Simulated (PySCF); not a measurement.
# Nuclear quadrupole coupling in bis(cyclopentylmethyl)phosphine oxide

Species: bis(cyclopentylmethyl)phosphine oxide, C12H23OP.
Numbering: `[O:1]=[PH:2]([CH2:3][CH:4]1[CH2:5][CH2:6][CH2:7][CH2:8]1)[CH2:9][CH:10]1[CH2:11][CH2:12][CH2:13][CH2:14]1` (hydrogens: H15 on P2; H16, H17 on C3; H18 on C4; H19, H20 on C5; H21, H22 on C6; H23, H24 on C7; H25, H26 on C8; H27, H28 on C9; H29 on C10; H30, H31 on C11; H32, H33 on C12; H34, H35 on C13; H36, H37 on C14)

Cartesian coordinates in Å at the PBE0-D3(BJ)/def2-SVP level; atoms count from 1:
```xyz
37
C12H23OP angstrom
O      0.383   -2.710   -1.123
P     -0.321   -1.553   -0.481
C     -2.052   -1.357   -1.009
C     -2.826   -0.177   -0.440
C     -4.267   -0.073   -0.946
C     -4.890    0.938    0.008
C     -4.320    0.552    1.382
C     -2.988   -0.177    1.093
C      0.495    0.057   -0.756
C      2.010   -0.070   -0.680
C      2.551   -0.543    0.676
C      4.018   -0.065    0.726
C      4.200    0.863   -0.493
C      2.782    1.226   -0.923
H     -0.422   -1.623    0.944
H     -2.547   -2.311   -0.755
H     -2.010   -1.317   -2.111
H     -2.314    0.758   -0.734
H     -4.762   -1.055   -0.842
H     -4.330    0.215   -2.007
H     -5.990    0.946   -0.016
H     -4.557    1.952   -0.271
H     -4.188    1.428    2.035
H     -5.013   -0.123    1.906
H     -2.130    0.294    1.597
H     -3.029   -1.216    1.460
H      0.186    0.410   -1.755
H      0.116    0.787   -0.018
H      2.315   -0.808   -1.443
H      1.968   -0.072    1.486
H      2.445   -1.632    0.794
H      4.724   -0.908    0.694
H      4.220    0.470    1.666
H      4.824    1.742   -0.274
H      4.696    0.317   -1.312
H      2.373    2.023   -0.275
H      2.715    1.583   -1.963
```

Field gradients from the PBE0/pcSseg-1 density (PySCF, non-relativistic), principal values in atomic units, ordered |Vxx| ≤ |Vyy| ≤ |Vzz|:

```json
{"atom": "O1", "Vxx": "-0.4738", "Vyy": "-0.5279", "Vzz": "1.0017"}
```

Q: Find the asymmetry η = (Vxx − Vyy)/Vzz and the couplings χ = eQV/h (234.96 MHz × Q in barn × V in au), with Q(17O) = −0.0256 b.

A: 
| atom | environment | nucleus | η | χzz (MHz) | χxx (MHz) | χyy (MHz) |
| --- | --- | --- | --- | --- | --- | --- |
| O1 | phosphoryl oxygen | 17O | 0.05 | -6.03 | 2.85 | 3.18 |

The tensor is traceless: Vxx + Vyy + Vzz = 0.

Q: What is Vzz at O1 in SI units (1 au = 9.71736 × 10²¹ V/m²)?

A: 1.0017 au = 9.734 × 10²¹ V/m².

Q: And the gradient at the other heavy atoms, for which no coupling is worked out here?

A: 
```
atom                     environment  Vzz (au)     η
  P2           phosphoryl phosphorus    -0.253  0.52
  C3  sp3 carbon bound to phosphorus    -0.031  0.60
  C4                   sp3 CH carbon    -0.052  0.89
  C5                 ring CH2 carbon     0.039  0.80
  C6                 ring CH2 carbon     0.051  0.83
  C7                 ring CH2 carbon     0.075  0.76
  C8                 ring CH2 carbon     0.052  0.87
  C9  sp3 carbon bound to phosphorus    -0.022  0.80
 C10                   sp3 CH carbon    -0.091  0.83
 C11                 ring CH2 carbon    -0.061  0.71
 C12                 ring CH2 carbon     0.074  0.83
 C13                 ring CH2 carbon     0.057  0.83
 C14                 ring CH2 carbon    -0.028  0.90
```

Were the hydrogens deuterons (Q(2H) = 0.00286 b), χzz would run from 104 kHz (H15) to 197 kHz (H34, H21, H23 and H32).

Isolated species at its PBE0-D3(BJ)/def2-SVP geometry (one conformer only). The small basis limits the accuracy of the gradients.
